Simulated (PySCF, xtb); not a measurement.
InBr₂, SMILES [In]([Br])[Br], multiplicity 2.

Harmonic wavenumbers (cm⁻¹) from GFN2-xTB (xtb 6.7.1) at its own minimum, in rising order: 39, 156, 176.

**Question.** What does PBE0-D3(BJ)/def2-SVP run with PySCF 2.14.0 give at its own minimum? (An estimate is asked for; the answer gives what the named calculation found.)

**Answer.** 56, 208, 252. Paired by order, the mean absolute difference is 48 cm⁻¹ and the zero-point energies are 0.5 and 0.7 kcal/mol.
